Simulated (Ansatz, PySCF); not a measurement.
Reaction (SMILES): CCCC[C@H](C)Cl [(2S)-2-chlorohexane] -> CC[CH]C[C@H](C)Cl + H atom (the C-H bond at the site shown breaks; other sites are not compared here)
Each molecule is optimised on its own at B3LYP-D3(BJ)/def2-TZVP (Ansatz, a quantum-chemistry and plane-wave program), one conformer each, not searched for the lowest. Frequencies are from PySCF.

Wanted: bond dissociation energy (enthalpy at 298 K, with B3LYP-D3(BJ) rigid-rotor harmonic-oscillator terms), in kcal/mol. Correlated levels leave the core frozen unless marked. UHF or UKS for open shells. Spin-orbit coupling is left out. No relativistic terms. CBS(X,Y): correlation extrapolated as X^-3; Hartree-Fock from the larger set. [CCSD(T)-MP2]/basis is that difference in the basis named.

RI-MP2/CBS(cc-pV(T+d)Z,cc-pV(Q+d)Z)+[CCSD(T)-MP2]/cc-pV(T+d)Z (Ansatz) gives 100.2 kcal/mol.

Another calculation gave 94.8 kcal/mol. Which level was it?
A) SVWN5/def2-TZVPD (Ansatz)
B) HSE06/def2-TZVPD (Ansatz)
C) wB97X-V/def2-TZVPD (Ansatz)
D) revPBE/def2-TZVPD (Ansatz)

B, HSE06/def2-TZVPD (Ansatz). The others give 98.2 (wB97X-V), 105.5 (SVWN5), 92.2 (revPBE) kcal/mol.
